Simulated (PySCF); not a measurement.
Al₂H₄, SMILES [AlH2-][AlH2], charge -1, multiplicity 2. The structure is a stationary point at ωB97X-D3(BJ)/def2-TZVPD.

Level of theory: PySCF with ωB97X-D3(BJ)/def2-TZVPD.

Harmonic wavenumbers (cm⁻¹): 286, 318, 343, 414, 478, 480, 756, 818, 1735, 1742, 1744, 1780. Rotational constants (GHz): 70.67, 5.040, 4.705; symmetry number 4.

### Question
Work out the zero-point energy and the ideal-gas rigid-rotor harmonic-oscillator thermochemistry at 298.15 K and 1 atm.

### Answer
ZPE = ½ Σ hcν = ½ × 10895 cm⁻¹ = 65.17 kJ/mol. H − E(el) = 80.73 kJ/mol. Entropy in J/(mol K): translation 159.39, rotation 83.77, vibration 28.48, spin 5.76, total 277.40. G − E(el) = -1.97 kJ/mol. Cp = 76.89 J/(mol K).
